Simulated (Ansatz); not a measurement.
Molecule (SMILES): ClBr (Cl-Br).
Atoms: Cl1, Br2. Bonds: Cl1-Br2.

Basis-set convergence of the optimised Cl1-Br2 bond length at PBE with Ansatz (an electronic-structure program). Cartesian d functions, on some or all atoms, in 6-31G**, 6-311G**; all else is spherical. No added dispersion term, no relativity. Reference: the value in pcseg-4, 2.1570 Å, itself unsure by roughly 0.0001 Å (its mean distance from aug-pcseg-3, aug-cc-pV(Q+d)Z, cc-pV(5+d)Z). Deviations are taken from unrounded values. Cost is core time over that of aug-pcseg-1, rough, on shared machines of one kind; a dash marks a row that isn't timed (too short, read off another run, short of memory, by another algorithm or on other hardware). It counts the whole optimisation.

| basis | functions | optimised Cl1-Br2 bond length (Å) | minus reference (Å) | cost |
|---|---|---|---|---|
| def2-SVP | 50 | 2.1920 | 0.0350 | - |
| 6-31G** | 54 | 2.1834 | 0.0264 | 0.6× |
| aug-pcseg-1 | 63 | 2.1927 | 0.0357 | 1× |
| def2-SVPD | 68 | 2.1950 | 0.0380 | 0.7× |
| 6-311G** | 71 | 2.1907 | 0.0337 | - |
| def2-TZVPPD | 108 | 2.1579 | 0.0009 | 2× |
| def2-QZVP | 145 | 2.1575 | 0.0005 | 3× |
| aug-cc-pV(Q+d)Z | 182 | 2.1574 | 0.0004 | 3× |
| aug-pcseg-3 | 182 | 2.1570 | 0.0000 | 5× |

The smallest set listed that lies within 0.01 Å of the reference with all its larger relatives (same family, alike in diffuse functions; a set with none counts only in the reference's own line) is def2-TZVPPD (108 functions, 2× in cost, 0.0009 Å off). Inside, with no larger relative to test it: aug-cc-pV(Q+d)Z, aug-pcseg-3. (Relatives not listed, tested too: def2-QZVPP 0.0002, def2-QZVPPD 0.0000 Å.)
